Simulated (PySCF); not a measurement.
C4H8OSi, SMILES CC1=C[C@H]([SiH3])O1. Coordinates come from a PBE-D3(BJ)/def2-SVP optimisation. The structure was generated by enumeration; whether it is a known compound was not checked.

Method: PBE-D3(BJ)/def2-SVP in PySCF 2.14.0.

Harmonic wavenumbers (cm⁻¹): 100, 136, 158, 211, 294, 339, 510, 560, 608, 655, 694, 776, 865, 880, 906, 914, 928, 938, 1005, 1034, 1091, 1131, 1190, 1254, 1339, 1385, 1402, 1665, 2158, 2167, 2189, 2969, 2996, 3043, 3094, 3215. Rotational constants (GHz): 7.334, 1.646, 1.577; symmetry number 1.

### Question
Work out the zero-point energy and the ideal-gas rigid-rotor harmonic-oscillator thermochemistry at 298.15 K and 1 atm.

### Answer
ZPE = ½ Σ hcν = ½ × 44798 cm⁻¹ = 64.04 kcal/mol. H − E(el) = 69.40 kcal/mol. Entropy in cal/(mol K): translation 39.72, rotation 27.23, vibration 17.35, total 84.30. G − E(el) = 44.26 kcal/mol. Cp = 29.64 cal/(mol K). Modes under 150 cm⁻¹ make the vibrational entropy uncertain.
